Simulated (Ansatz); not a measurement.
Gas-phase electronic energies from Ansatz, PBE0-D4/def2-TZVP geometries. CBS: MP2 limit from def2 TZ/QZ plus the TZ coupled-cluster correction, frozen cores. DFT in def2-TZVPP. Each species was taken in one conformer, which may not be the lowest.

Reaction (ligand exchange at the Si–O bond): `COB(C)O[SiH3]` + `[OH][Al]([F])[F]` → `[F][Al]([F])[O][SiH3]` + `COB(C)O`

```csv
level,ΔE (kcal/mol)
ωB97X-V,-4.7
HF/def2-TZVPP,-6.8
```

Question: What does CCSD(T)/CBS give? (Estimate.)

Answer: Computed: -4.5 kcal/mol. The listed levels differ from it by -0.2, -2.3 kcal/mol.

Largest T1 diagnostic among the species: 0.013.

The D4 term adds +0.9 kcal/mol with B3LYP and +0.6 kcal/mol with PBE0; it sums over pairs of atoms, weighted by their polarisabilities, and B3LYP, whose exchange is more repulsive, gets the larger term. In def2-TZVPP, CCSD(T) changes the Hartree–Fock value by +2.1 kcal/mol (the triples alone add +0.4 kcal/mol) and MP2 by +2.2 kcal/mol.

B3LYP here is the variant with VWN-RPA as its local correlation; programs differ in this.
